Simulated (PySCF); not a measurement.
A structure optimised at PBE-D3(BJ)/def2-SVP, used in a PySCF frequency run:

```
Si
H 1 1.5074
H 1 1.5092 2 107.56
C 1 1.8829 2 112.91 3 -123.92
H 4 1.1109 1 108.75 2 -39.12
H 4 1.1134 5 106.71 1 112.74
Si 4 1.8896 5 109.58 6 119.08
H 7 1.5051 4 110.05 5 -176.04
H 7 1.5061 8 108.61 4 -121.91
H 7 1.5063 8 108.21 9 -117.23
C 1 1.9621 2 111.91 3 116.26
O 11 1.2246 1 117.34 2 145.29
C 11 1.5130 12 122.38 6 173.75
H 13 1.1074 11 110.65 12 3.00
H 13 1.1111 14 110.30 11 -122.04
H 13 1.1113 14 110.02 15 -116.79
```
Charge 0, spin multiplicity 1.

Problem. Write its SMILES and formula.

Solution. CC(=O)[SiH2]C[SiH3], C3H10OSi2

Problem. What are its rotational constants (standard atomic weights)?

Solution. 6.0028, 0.90680, 0.82355 GHz
